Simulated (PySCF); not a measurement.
Radial density of Br (bromine, neutral)

MN15, [Ar] 3d10 4s2 4p5, 2P determinant. All numbers are calculated (PySCF 2.14, scalar relativity through the core potential, in cc-pVTZ-PP with ECP10MDF (5s4p3d1f, 39 functions)). This is the valence pseudo-density: the core potential removes the inner electrons and smooths the orbitals near the nucleus.

```tsv
r (bohr)	4πr²ρ (e/bohr)	4πr²(ρα − ρβ)
0.000576	2.188e-05	0.0000
0.000968	6.174e-05	0.0000
0.00163	0.0001734	0.0000
0.00274	0.0004809	0.0000
0.00461	0.001289	0.0000
0.00775	0.003195	0.0000
0.0130	0.006978	0.0000
0.0219	0.01373	0.0000
0.0369	0.02652	0.0000
0.0620	0.1067	0.0000
0.104	0.8508	0.0003
0.176	5.456	0.0058
0.295	21.45	0.0636
0.497	33.80	0.0834
0.835	12.22	0.0381
1.41	4.754	0.5182
2.36	2.469	0.3934
3.98	0.2849	0.0410
6.69	0.003496	0.0006
```

Energies and moments cover only the electrons outside the core potential.
